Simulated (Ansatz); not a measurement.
Relaxation of ClF$_{3}$GeH$_{2}$ (7 atoms, charge 0, multiplicity 1), to a largest force component of 0.03 eV/Å in at most 50 steps.

All numbers below come from RKS PBE-D4/def2-SVP (Ansatz 0.2.0).

```xyz
7
Properties=species:S:1:pos:R:3
Ge 0.224 0.000 0.074
Cl 0.369 0.000 2.257
F 1.813 0.000 -0.599
F -0.573 1.403 -0.534
F -0.573 -1.403 -0.534
H -2.417 0.000 0.859
H -2.095 0.000 1.505
```

**Question.** Where does it end, and by what steps?

**Answer.** The forces met the threshold. The force dipped under the threshold on the way, but the program's further checks kept it going. After 6 steps the energy has fallen by 0.157 eV; H7 moved furthest, 0.48 Å.

```tsv
step	energy less start (eV)	largest force component (eV/Å)	accepted
0	0.0000	1.620	yes
1	-0.1330	0.287	yes
2	-0.1517	0.127	yes
3	-0.1562	0.041	yes
4	-0.1554	0.255	no
5	-0.1566	0.014	yes
6	-0.1572	0.017	yes
```

```xyz
7
Properties=species:S:1:pos:R:3
Ge 0.416 0.000 0.053
Cl 0.630 0.000 2.164
F 1.961 0.000 -0.717
F -0.437 1.395 -0.498
F -0.438 -1.395 -0.498
H -2.826 0.000 0.902
H -2.556 0.000 1.622
```

Whether the end is a true minimum wasn't checked by a vibrational analysis.

Run time: 14 s on 2 threads of Arm Neoverse V1 (shared host), peak memory 0.15 GiB.
